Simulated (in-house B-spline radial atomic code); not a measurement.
Atomic self-consistent-field run: the krypton ion Kr⁺. Level of theory: scalar-relativistic (X2C) PBE, spherical fractional occupations, Fermi nucleus of rms radius 4.1884 fm, inside a hard spherical wall at 4.28 bohr; calculated with a B-spline radial code for spherical atoms.

Command:
```bash
python run_scf.py task.json out
```
Settings (nuclear radius in fm, mass in u):
```
Z                36
configuration    [Ar] 3d9 4s2 4p5 4f1
hamiltonian      x2c
method           pbe,pbe
spin_polarised   False
nucleus          fermi
rms_radius       4.1884
atomic_mass      83.9115
speed_of_light   137.035999084
wall_radius      4.28
```

Output (hartree, bohr):
```
 radial grid: 62 intervals, B-splines of order 8, outer radius 4.28 bohr

 iter        energy (Eh)    residual
    1       -2783.282593    3.86e-01
    2       -2783.964559    2.16e-01
    3       -2784.870340    1.67e-02
    4       -2784.878462    5.29e-03
    5       -2784.878809    1.09e-03
    6       -2784.878852    3.95e-04
    7       -2784.878858    7.65e-05
    8       -2784.878858    1.94e-06
    9       -2784.878858    9.20e-08

 total energy                     -2784.87886
 kinetic                            2861.5093
 electron-nucleus                  -6698.8258
 Hartree                            1148.1508
 exchange-correlation                -95.7131

 orbital      occ     eigenvalue          <r>       <r^2>       <1/r>       r_max
 1s         2.000      -520.8781     0.041059  0.00228247     37.6748     0.02658
 2s         2.000       -69.6975     0.183172   0.0396227     8.32121      0.1542
 2p         6.000       -61.7723     0.159954   0.0313187     7.99976      0.1233
 3s         2.000       -10.7574     0.525675    0.317416     2.75454      0.4652
 3p         6.000        -8.2257     0.533935    0.333061     2.58263      0.4607
 3d         9.000        -4.0470     0.539157    0.355223     2.32276       0.406
 4s         2.000        -1.4199      1.46226     2.42522     0.91917       1.283
 4p         5.000        -0.8416      1.66759     3.16107    0.788687       1.436
 4f         1.000         0.5657       2.5834     7.11017       0.421       2.685
```

Cost of the run: 0.08 s on 1 thread of Arm Neoverse V2, with other jobs on the host.

One-electron X2C: radii and densities carry no picture-change correction, so inner-shell <1/r> comes out high (for 1s by about 2 % at Z = 33, 5 % at 54, 10 % at 75, 30 % at 118) and <r> low.
